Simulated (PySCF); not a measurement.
## Dipole response of As (arsenic, neutral)

[Ar] 3d10 4s2 4p3, high-spin 4S determinant. Computed with PySCF 2.14 in def2-QZVPPD, with the non-relativistic Hamiltonian (point nucleus). Coupled (time-dependent) response in atomic units; α is the mean over directions.

```tsv
method	mean α (bohr³)	C₆ (like pair)	S(−4)
wB97X-V	30.93	262.4	291.0
```

S(−4) is the Cauchy moment in α(ω) = α(0) + S(−4) ω² + …

Reference α: 30 ± 1 bohr³ (recommended; Schwerdtfeger and Nagle, table of static dipole polarizabilities (2023 update)). Published C₆: 246.0 (Chu and Dalgarno (2004); Tang, Norbeck and Certain (1976)).

α(iu) at wB97X-V:

```tsv
u (hartree)	α(iu) (bohr³)
0	30.93
0.0500	30.22
0.100	28.34
0.200	23.02
0.300	17.93
0.500	11.01
0.750	6.587
1.00	4.367
1.50	2.376
2.00	1.542
3.00	0.8512
5.00	0.4104
```

A single London oscillator, α(iu) = α/(1 + u²/ω²), gives C₆ = (3/4) ω α². Matching the computed C₆ needs ω = 4 × 262.4 / (3 × 30.93²) = 0.366 hartree.
